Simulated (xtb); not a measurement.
Input file for xtb: GFN2-xTB on CS+, 2S+1 = 2, a spin state set in the input, which need not be the lowest, a point of a bond scan (R = 1.488 Å). Charge +1.

```
$ xtb mol.xyz --gfn 2 --sp --chrg 1 --uhf 1
2

C      0.00000000     0.00000000     0.00000000
S      0.00000000     0.00000000     1.48806600
```

The head of its log:

```
[...]
           -------------------------------------------------
          |                Calculation Setup                |
           -------------------------------------------------



           -------------------------------------------------
          |                 G F N 2 - x T B                 |
           -------------------------------------------------

        Reference                      10.1021/acs.jctc.8b01176
      * Hamiltonian:
        H0-scaling (s, p, d)           1.850000    2.230000    2.230000
        zeta-weighting                 0.500000
      * Dispersion:
        s8                             2.700000
        a1                             0.520000
        a2                             5.000000
        s9                             5.000000
      * Repulsion:
        kExp                           1.500000    1.000000
        rExp                           1.000000
      * Coulomb:
        alpha                          2.000000
        third order                    shell-resolved
        anisotropic                    true
        a3                             3.000000
        a5                             4.000000
        cn-shift                       1.200000
        cn-exp                         4.000000
        max-rad                        5.000000


          ...................................................
          :                      SETUP                      :
          :.................................................:
          :  # basis functions                  14          :
          :  # atomic orbitals                  13          :
          :  # shells                            5          :
          :  # electrons                         9          :
          :  max. iterations                   250          :
          :  Hamiltonian                  GFN2-xTB          :
          :  restarted?                      false          :
          :  GBSA solvation                  false          :
          :  PC potential                    false          :
          :  electronic temp.          300.0000000     K    :
          :  accuracy                    1.0000000          :
          :  -> integral cutoff          0.2500000E+02      :
          :  -> integral neglect         0.1000000E-07      :
          :  -> SCF convergence          0.1000000E-05 Eh   :
          :  -> wf. convergence          0.1000000E-03 e    :
          :  Broyden damping             0.4000000          :
          :  net charge                          1          :
          :  unpaired electrons                  1          :
          ...................................................

 iter      E             dE          RMSdq      gap      omega  full diag
   1     -4.5009036 -0.450090E+01  0.181E+01    4.56       0.0  T
   2     -4.3428936  0.158010E+00  0.160E+01    3.02       1.0  T
```

Question: Give the final energy of this run.

Answer: -4.6824 hartree.
